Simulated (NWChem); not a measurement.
Species: BCl

```xyz
2

B      0.0000     0.0000    -1.2974
Cl     0.0000     0.0000     0.4362
```
Atoms are numbered in this order, from 1.

All runs: NWChem. Pople sets run with spherical d functions. Geometry: optimised at PBE-D3(BJ)/def2-SVP. GIAO values for the isolated, static molecule; σ is the absolute isotropic shielding.

Q: Among these, which level gives the lowest value of “σ B1 (ppm)”?
A) Hartree-Fock/6-311G**
B) Hartree-Fock/pcSseg-2
C) Hartree-Fock/def2-SVP
D) Hartree-Fock/6-31G*

A: B, Hartree-Fock/pcSseg-2. Values: Hartree-Fock/pcSseg-2 -27.9; Hartree-Fock/6-311G** -20.8; Hartree-Fock/def2-SVP -18.2; Hartree-Fock/6-31G* -12.7
